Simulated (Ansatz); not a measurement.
`C[SiH](S)CF` + `[Li][Cl]` → `C[SiH](Cl)CF` + `[Li][SH]`  (redistribution)

Gas-phase electronic energies from Ansatz, PBE0-D4/def2-TZVP geometries. CBS: MP2 limit from def2 TZ/QZ plus the TZ coupled-cluster correction, frozen cores. For Li outer-core shells are correlated without core-valence functions, which leaves a few kJ/mol of doubt a bond. Each species was taken in one conformer, which may not be the lowest.

`C[SiH](S)CF`:

Cartesian coordinates in Å:
```
C 1.049 0.742 -0.987
Si 0.167 -0.645 -0.115
S 1.209 -1.348 1.621
C -1.560 -0.082 0.421
F -2.251 0.445 -0.670
H 2.025 0.416 -1.349
H 1.198 1.593 -0.317
H 0.454 1.082 -1.838
H 0.051 -1.849 -0.977
H 1.306 -0.133 2.188
H -2.142 -0.914 0.829
H -1.503 0.694 1.193
```

`[Li][Cl]`:

```xyz
2

Li   -0.607   -0.399   -0.697
Cl    0.607    0.399    0.697
```

`C[SiH](Cl)CF`:

```xyz
11

C    -0.049   -1.236   -0.999
Si   -0.182   -0.326    0.611
Cl    1.263   -0.984    1.931
C     0.141    1.523    0.390
F    -0.773    2.037   -0.529
H    -0.258   -2.299   -0.865
H     0.951   -1.130   -1.425
H    -0.773   -0.828   -1.710
H    -1.502   -0.536    1.252
H     0.029    2.069    1.332
H     1.152    1.707    0.012
```

`[Li][SH]`:

Cartesian coordinates in Å:
```
Li -0.991 -0.597 -1.013
S -0.069 0.076 0.796
H 1.059 0.521 0.217
```

```tsv
level	ΔE (kJ/mol)
HF/def2-TZVPP	42.6
CCSD(T)/def2-TZVPP	42.5
```

(1) What does CCSD(T)/CBS give? (An estimate is asked.)

Largest T1 diagnostic among the species: 0.011.

Results:

(1) Ansatz gave: +42.7 kJ/mol. The listed levels differ from it by -0.1, -0.2 kJ/mol.
